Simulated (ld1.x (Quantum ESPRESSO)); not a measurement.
# Scattering properties, PAW potential for Sn

ld1.x (Quantum ESPRESSO) 7.5 input, shortened:

```
&input
   title='Sn', zed=50., rel=2, dft='PBE', iswitch=3,
   config='[Kr] 4d10 5s2 5p1', rel_dist='average'
 /
 &inputp
   pseudotype=3, lpaw=.true., tm=.true., lloc=-1, rcloc=1.30,
   nlcc=.true., new_core_ps=.true.,
   which_augfun='BESSEL', rmatch_augfun=0.85
 /
6
4S  1  0   2.00   0.00  1.05  1.15  0.0
5S  2  0   2.00   0.00  1.05  1.15  0.0
4P  2  1   6.00   0.00  1.15  1.55  0.0
5P  3  1   1.00   0.00  1.15  1.55  0.0
4D  3  2  10.00   0.00  1.40  1.65  0.0
4D  3  2   0.00  -2.05  1.40  1.65  0.0
 &test
   configts(1)='4s2 4p6 4d10 5s2 5p1'
 /
```

Open shells are filled in proportion to 2j + 1 (rel_dist='average').

The phase is arctan(r·u′/u) with u = r·R(r), unwrapped; energies in Ry, scanned from -12 to 5 Ry. A pole is an energy at which the radial function vanishes at the test radius. The pseudo phase is shifted by a multiple of π to meet the all-electron one at the reference energy, and phase errors are pseudo minus all-electron; the curves can meet again beyond the range given. Levels narrower than the energy grid can be missing from the lists of poles.

```json
{"channel": "s", "radius (bohr)": "1.79", "reference energy (Ry)": "-1.31", "poles, all-electron": "-10.29", "poles, pseudo": "-10.29", "unbroken range about the reference energy with phases within 0.05 rad": "the whole range", "phase error 1 Ry above the reference energy (rad)": "-0.001"}
{"channel": "p1/2", "radius (bohr)": "1.79", "reference energy (Ry)": "-0.78", "poles, all-electron": "-7.33", "poles, pseudo": "-8.25, -7.35", "unbroken range about the reference energy with phases within 0.05 rad": "above -7.7", "phase error 1 Ry above the reference energy (rad)": "-0.008"}
{"channel": "p3/2", "radius (bohr)": "1.79", "reference energy (Ry)": "-0.74", "poles, all-electron": "-6.72", "poles, pseudo": "-11.16, -6.73", "unbroken range about the reference energy with phases within 0.05 rad": "above -10.8", "phase error 1 Ry above the reference energy (rad)": "-0.003"}
{"channel": "d3/2", "radius (bohr)": "1.79", "reference energy (Ry)": "-2.53", "poles, all-electron": "-1.78", "poles, pseudo": "-1.78", "unbroken range about the reference energy with phases within 0.05 rad": "the whole range", "phase error 1 Ry above the reference energy (rad)": "+0.000"}
{"channel": "d5/2", "radius (bohr)": "1.79", "reference energy (Ry)": "-2.45", "poles, all-electron": "-1.67", "poles, pseudo": "-1.67", "unbroken range about the reference energy with phases within 0.05 rad": "the whole range", "phase error 1 Ry above the reference energy (rad)": "+0.000"}
```

The ghost test of this file was not conclusive.

Phases in the d3/2 channel:

```csv
E (Ry),all-electron,pseudo
-12.00,1.399,1.399
-11.52,1.395,1.395
-11.04,1.390,1.391
-10.56,1.385,1.386
-10.08,1.380,1.380
-9.60,1.374,1.374
-9.12,1.368,1.368
-8.64,1.360,1.360
-8.16,1.352,1.352
-7.68,1.343,1.343
-7.20,1.332,1.332
-6.72,1.319,1.319
-6.24,1.303,1.303
-5.76,1.283,1.283
-5.28,1.256,1.256
-4.80,1.219,1.219
-4.32,1.160,1.160
-3.84,1.050,1.050
-3.36,0.762,0.762
-2.88,-0.356,-0.356
-2.40,-1.290,-1.290
-1.92,-1.533,-1.533
-1.44,-1.638,-1.638
-0.96,-1.701,-1.701
-0.48,-1.750,-1.750
0.00,-1.792,-1.792
0.48,-1.835,-1.835
0.96,-1.881,-1.881
1.44,-1.936,-1.935
1.92,-2.005,-2.004
2.40,-2.098,-2.096
2.88,-2.233,-2.230
3.36,-2.443,-2.437
3.84,-2.778,-2.764
4.32,-3.245,-3.223
4.80,-3.699,-3.676
```
